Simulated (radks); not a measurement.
Spherical quantum dot in the effective-mass picture: electrons in a well V = -V0 / (1 + exp((r - R)/a)) with V0 = 7.13, R = 6.9, a = 0.42, with a point charge +1 (a donor) at the centre, all in effective atomic units (hartree* = m*/eps^2 hartree, bohr* = eps/m* bohr), one dielectric constant everywhere. Calculated with a radial shooting solver with Libxc functionals: non-relativistic Kohn-Sham, LDA (Slater exchange, Perdew-Wang correlation), spin-polarised, spherical densities. Levels are named by radial order and angular momentum (1s, 1p, 1d, 2s, ...), and open shells are averaged over m. Each electron was tried in the lowest free levels, single moves between levels near the top were tried too, and the lowest total energy was kept; such a search can miss a lower state. At N = 1 the Hartree and exchange-correlation terms need not cancel, so that row can carry a self-interaction error.

| N | open shells | 2S | mu = E(N) - E(N-1) (hartree*) | addition energy mu(N+1) - mu(N) (hartree*) | e(HOMO) (hartree*) | rms radius (bohr*) |
|---|---|---|---|---|---|---|
| 1 | 1s(up 1, down 0) | 1 | -7.6072 | 0.4770 | -7.3943 | 1.781 |
| 2 | none | 0 | -7.1302 | 0.4659 | -6.9911 | 2.379 |
| 3 | 1p(up 1, down 0) | 1 | -6.6643 | 0.1901 | -6.5712 | 3.085 |
| 4 | 1p(up 2, down 0) | 2 | -6.4742 | 0.1958 | -6.3766 | 3.432 |
| 5 | 1p(up 3, down 0) | 3 | -6.2785 | 0.2426 | -6.1804 | 3.657 |
| 6 | 1p(up 3, down 1) | 2 | -6.0358 | 0.1844 | -5.9444 | 3.827 |
| 7 | 1p(up 3, down 2) | 1 | -5.8514 | 0.1874 | -5.7579 | 3.959 |
| 8 | none | 0 | -5.6640 | 0.2715 | -5.5700 | 4.066 |
| 9 | 2s(up 1, down 0) | 1 | -5.3925 | 0.2298 | -5.2812 | 4.141 |
| 10 | 1d(up 1, down 0) 2s(up 1, down 0) | 2 | -5.1627 | 0.1813 | -5.0720 | 4.231 |
| 11 | 1d(up 2, down 0) 2s(up 1, down 0) | 3 | -4.9814 | 0.1813 | -4.8907 | 4.308 |
| 12 | 1d(up 3, down 0) 2s(up 1, down 0) | 4 | -4.8000 | 0.1811 | -4.7094 | 4.374 |
| 13 | 1d(up 4, down 0) 2s(up 1, down 0) | 5 | -4.6189 | 0.1808 | -4.5225 | 4.433 |
| 14 | 1d(up 5, down 0) 2s(up 1, down 0) | 6 | -4.4382 | 0.2229 | -4.3336 | 4.486 |
| 15 | 1d(up 5, down 1) 2s(up 1, down 0) | 5 | -4.2153 | 0.1759 | -4.1274 | 4.535 |
| 16 | 1d(up 5, down 2) 2s(up 1, down 0) | 4 | -4.0394 | 0.1762 | -3.9513 | 4.580 |
| 17 | 1d(up 5, down 3) 2s(up 1, down 0) | 3 | -3.8631 | 0.1763 | -3.7680 | 4.621 |
| 18 | 1d(up 5, down 4) 2s(up 1, down 0) | 2 | -3.6868 | 0.1762 | -3.5804 | 4.658 |
| 19 | 2s(up 1, down 0) | 1 | -3.5106 | 0.3137 | -3.3935 | 4.693 |
| 20 | 2s(up 1, down 0) 1f(up 1, down 0) | 2 | -3.1969 | 0.1732 | -3.1103 | 4.730 |
| 21 | 2s(up 1, down 0) 1f(up 2, down 0) | 3 | -3.0238 | 0.1730 | -2.9372 | 4.764 |
| 22 | 2s(up 1, down 0) 1f(up 3, down 0) | 4 | -2.8507 | 0.1728 | -2.7643 | 4.796 |
| 23 | 2s(up 1, down 0) 1f(up 4, down 0) | 5 | -2.6779 | 0.1726 | -2.5916 | 4.825 |
| 24 | 2s(up 1, down 0) 1f(up 5, down 0) | 6 | -2.5053 | 0.1724 | -2.4191 | 4.853 |
| 25 | 2s(up 1, down 0) 1f(up 6, down 0) | 7 | -2.3329 | 0.1721 | -2.2468 | 4.880 |
| 26 | 2s(up 1, down 0) 1f(up 7, down 0) | 8 | -2.1608 | 0.2112 | -2.0749 | 4.905 |
| 27 | 2s(up 1, down 0) 1f(up 7, down 1) | 7 | -1.9496 | 0.1696 | -1.8649 | 4.929 |
| 28 | 2s(up 1, down 0) 1f(up 7, down 2) | 6 | -1.7801 | 0.1695 | -1.6953 | 4.952 |
| 29 | 2s(up 1, down 0) 1f(up 7, down 3) | 5 | -1.6106 | 0.1694 | -1.5258 | 4.974 |
| 30 | 2s(up 1, down 0) 1f(up 7, down 4) | 4 | -1.4412 | 0.1693 | -1.3565 | 4.995 |
| 31 | 2s(up 1, down 0) 1f(up 7, down 5) | 3 | -1.2719 | 0.1691 | -1.1873 | 5.015 |
| 32 | 2s(up 1, down 0) 1f(up 7, down 6) | 2 | -1.1028 | 0.1689 | -1.0183 | 5.035 |
| 33 | 2s(up 1, down 0) | 1 | -0.93384 | - | -0.84944 | 5.053 |

All shells are closed at N = 2, 8 (there: 1s2 1p6); the second difference of the energy has clear peaks (12 % above both neighbours; the first and last values, which can be the largest, are not judged, and half-filled shells can peak too) at N = 5, 8, 14, 19, 26.
